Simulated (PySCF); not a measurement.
CH₄Si, triplet, at a GFN2-xTB geometry (a higher spin typed on purpose: for a closed-shell molecule this is an excited state); M062X/cc-pVTZ in PySCF.

PySCF was given this input:
```python
from pyscf import gto, scf, dft

mol = gto.M(
    atom='''
C    -1.22457873   -0.01906345    0.10161874
Si    0.60420578   -0.02543801   -0.11297354
H    -1.69682545    0.42945428    0.96288896
H    -1.91155677   -0.45255228   -0.60381101
H     1.31358307   -0.81023062    0.89257812
H     1.18339064    1.30384147   -0.27973891
''',
    basis='cc-pvtz',
    spin=2,
    verbose=5,
)

mf = dft.UKS(mol)
mf.xc = 'm062x'
mf.kernel()
```

The log (banner, timings and long lists left out):

```
PySCF version 2.14.0

[INPUT] verbose = 5
[INPUT] max_memory = 4000
[INPUT] num. atoms = 6
[INPUT] num. electrons = 24
[INPUT] charge = 0
[INPUT] spin (= nelec alpha-beta = 2S) = 2
[INPUT] symmetry False subgroup None
[INPUT] Mole.unit = angstrom
[INPUT] Symbol           X                Y                Z      unit          X                Y                Z       unit  Magmom
[...]
[INPUT] ---------------- BASIS SET ----------------
[INPUT] l, kappa, [nprim/nctr], expnt,             c_1 c_2 ...
[INPUT] C
[...]
                                1235              0.004108 -0.000878
                                280.8             0.021087 -0.00454
                                79.27             0.081853 -0.018133
                                25.59             0.234817 -0.05576
                                8.997             0.434401 -0.126895
                                3.319             0.346129 -0.170352
                                0.3643            -0.008983 0.598684
[...]
                                4.133             0.086866
                                1.2               0.290216
[...]
[INPUT] H
[...]
                                5.095             0.045308
                                1.159             0.202822
[...]
[INPUT] Si
[...]
                                38190             0.000485553 -0.00012931 3.31062e-05
                                8690              0.00254516 -0.000678828 0.000174015
                                2462              0.0105866 -0.00284117 0.000727574
                                804.8             0.0368787 -0.0100551 0.00258333
                                291.3             0.107479 -0.0305774 0.00786354
                                113.6             0.247936 -0.0777256 0.0202155
                                46.75             0.390927 -0.154236 0.040732
                                19.82             0.302026 -0.180368 0.0499358
                                7.708             0.0559236 0.0798218 -0.0249396
                                3.34              -0.00402406 0.547441 -0.19035
                                1.402             0.0025803 0.480119 -0.31835
                                0.207             0.00060793 -0.0106996 0.68118
[...]
                                113.9             0.0153552 -0.00335896
                                36.23             0.0713991 -0.015286
                                13.34             0.213052 -0.0489218
                                5.252             0.390354 -0.0855008
                                2.12              0.393721 -0.112137
                                0.2528            0.0039563 0.551919
[...]
nuclear repulsion = 49.3271840279272
number of shells = 42
number of NR pGTOs = 165
number of NR cGTOs = 120
basis = cc-pvtz
ecp = {}

******** <class 'pyscf.dft.uks.UKS'> ********
method = UKS
initial guess = minao
damping factor = 0
level_shift factor = 0
DIIS = <class 'pyscf.scf.diis.CDIIS'>
diis_start_cycle = 1
diis_space = 8
diis_damp = 0
SCF conv_tol = 1e-09
SCF conv_tol_grad = None
SCF max_cycles = 50
direct_scf = True
direct_scf_tol = 1e-13
number electrons alpha = 13  beta = 11
XC library pyscf.dft.libxc version 7.1.2
    S. Lehtola, C. Steigemann, M. J. T. Oliveira, and M. A. L. Marques,  SoftwareX 7, 1–5 (2018)
XC functionals = m062x
    Y. Zhao and D. G. Truhlar,  Theor. Chem. Acc. 120, 215 (2008)
    Y. Zhao and D. G. Truhlar,  Theor. Chem. Acc. 120, 215 (2008)
radial grids:
    Treutler-Ahlrichs [JCP 102, 346 (1995); DOI:10.1063/1.469408] (M4) radial grids

becke partition: Becke, JCP 88, 2547 (1988); DOI:10.1063/1.454033
pruning grids: <function nwchem_prune>
grids dens level: 3
symmetrized grids: False
atomic radii adjust function: <function treutler_atomic_radii_adjust>
small_rho_cutoff = 0
Set gradient conv threshold to 3.16228e-05
atom C rad-grids = 75, ang-grids = [ 50  50  50  50  50  50  50  50  50  50  50  50  50  50  50  50  50  50
[...]
  2.34722707e-01  2.69393355e-01  2.80018180e-01  2.94697338e-01
  3.12413705e-01  3.19823342e-01  3.66344071e-01  4.28888526e-01
  4.41839358e-01  4.94360000e-01  5.05892154e-01  5.36060798e-01
  5.42719440e-01  5.66623920e-01  6.44465601e-01  6.85707423e-01
  7.39041592e-01  7.84862234e-01  7.95307324e-01  8.78716071e-01
  9.36572948e-01  9.42422380e-01  9.69402659e-01  9.71020193e-01
  9.80708170e-01  9.98200535e-01  1.03619967e+00  1.08979111e+00
  1.09676828e+00  1.15828907e+00  1.15922181e+00  1.19252661e+00
  1.25679386e+00  1.29088684e+00  1.32023511e+00  1.32661268e+00
  1.36098615e+00  1.39666328e+00  1.46889831e+00  1.48579668e+00
  1.48812215e+00  1.54107317e+00  1.58599449e+00  1.61232217e+00
  2.15079072e+00  2.17004331e+00  2.19495070e+00  2.32472797e+00
  2.39518866e+00  2.47803371e+00  2.50712837e+00  2.59432725e+00
  2.63732514e+00  2.72671874e+00  2.80557932e+00  2.81758483e+00
  2.92673280e+00  2.93446008e+00  2.96717325e+00  2.98979301e+00
  3.03733397e+00  3.10639927e+00  3.15484715e+00  3.20373149e+00
  3.24946435e+00  3.27720526e+00  3.28714908e+00  3.33361271e+00
  3.34475420e+00  3.36340587e+00  3.43906941e+00  3.57958024e+00
  3.59912568e+00  3.60346251e+00  3.63746337e+00  3.73095565e+00
  3.73258964e+00  3.77882126e+00  3.81662689e+00  3.82926252e+00
  3.88010669e+00  3.88381954e+00  3.90152277e+00  3.94958687e+00
  3.96569639e+00  3.96883609e+00  4.04024158e+00  4.09096894e+00
  4.11588080e+00  4.60558961e+00  4.61015131e+00  4.69707127e+00
  4.77509975e+00  4.83768086e+00  4.91721215e+00  4.96867047e+00
  5.11763427e+00  5.19987281e+00  5.60346006e+00  1.11199557e+01]
  beta  mo_energy =
[-6.70214465e+01 -1.05459266e+01 -5.54803812e+00 -3.85803243e+00
 -3.85778000e+00 -3.85341868e+00 -7.37579168e-01 -5.63139232e-01
 -4.83237894e-01 -4.06004961e-01 -4.01179924e-01 -7.85867674e-02
 -5.68096519e-02  4.86619318e-02  9.43928395e-02  1.18300377e-01
  1.23926852e-01  1.29918919e-01  1.67947507e-01  2.15627996e-01
  2.33272608e-01  2.56549726e-01  2.77611335e-01  2.79181510e-01
  2.96723109e-01  2.99925830e-01  3.49641100e-01  4.19980285e-01
  4.29463826e-01  4.85517440e-01  5.05188791e-01  5.30464496e-01
  5.48195611e-01  5.54695106e-01  6.51528421e-01  6.89503065e-01
  7.46092306e-01  7.85394744e-01  7.98682999e-01  8.84957224e-01
  9.34678615e-01  9.42424881e-01  9.54566355e-01  9.65988691e-01
  9.93186145e-01  1.00830911e+00  1.01874744e+00  1.09225158e+00
  1.10630192e+00  1.16800042e+00  1.16942247e+00  1.18699701e+00
  1.27275499e+00  1.29343874e+00  1.32484833e+00  1.33440571e+00
  1.36756958e+00  1.40943569e+00  1.48031879e+00  1.49807011e+00
  1.50795076e+00  1.55170870e+00  1.61500656e+00  1.63238891e+00
  2.19457594e+00  2.19878439e+00  2.21835727e+00  2.34319737e+00
  2.41367727e+00  2.50194498e+00  2.53054634e+00  2.61037831e+00
  2.68125351e+00  2.78073233e+00  2.83078372e+00  2.85110925e+00
  3.00254601e+00  3.00878075e+00  3.02216826e+00  3.03245947e+00
  3.07695882e+00  3.14832261e+00  3.17033120e+00  3.21752877e+00
  3.26382537e+00  3.30889489e+00  3.33069978e+00  3.35559666e+00
  3.35701024e+00  3.39134894e+00  3.46227178e+00  3.60847785e+00
  3.63088944e+00  3.63556712e+00  3.65839676e+00  3.74549716e+00
  3.74817834e+00  3.79581689e+00  3.83922482e+00  3.84658265e+00
  3.88668583e+00  3.90383997e+00  3.91786067e+00  3.95892659e+00
  3.98057926e+00  3.98701965e+00  4.04604092e+00  4.12036090e+00
  4.13497987e+00  4.63493389e+00  4.64965204e+00  4.74820140e+00
  4.80122217e+00  4.91117310e+00  4.96647688e+00  4.99163987e+00
  5.16543851e+00  5.24107447e+00  5.69014251e+00  1.11304073e+01]
multiplicity <S^2> = 2.0060173  2S+1 = 3.0040088
nelec by numeric integration = [13.00000089 11.00000011]
E1 = -552.3591630918727  E2 = 173.1718290949225  Ecoul = 200.91628370477864  Exc = -27.74445460985614
Extra cycle  E= -329.860149969023  delta_E= -7.05e-12  |g|= 8.39e-07  |ddm|= 6.17e-06
converged SCF energy = -329.860149969023  <S^2> = 2.0060173  2S+1 = 3.0040088
```
